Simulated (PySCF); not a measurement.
# Silicon: a sound run and one with changed settings

Sound run: Si²⁺ [Ne] 3s2, Si³⁺ [Ne] 3s1. Calculation: PySCF 2.14, in cc-pVDZ-DK; scalar relativity by spin-free X2C-1e. In the sound run the correlated levels freeze [Ne]. The sound run starts from symmetry-adapted Hartree-Fock orbitals and uses a fine grid where one is needed.

Changed run: initial guess 1e, at most 50 SCF cycles.

```json
{"species": "Si²⁺", "method": "UHF", "sound run (hartree)": "-288.59091", "changed run (hartree)": "-288.59091", "converged": "yes"}
{"species": "Si²⁺", "method": "M06-L", "sound run (hartree)": "-289.06290", "changed run (hartree)": "-289.06290", "converged": "yes"}
{"species": "Si²⁺", "method": "CCSD(T)", "sound run (hartree)": "-288.63425", "changed run (hartree)": "-288.63425", "converged": "yes"}
{"species": "Si³⁺", "method": "MN15", "sound run (hartree)": "-287.83398", "changed run (hartree)": "-287.83398", "converged": "yes"}
```

Here the plain start reaches the same solutions.
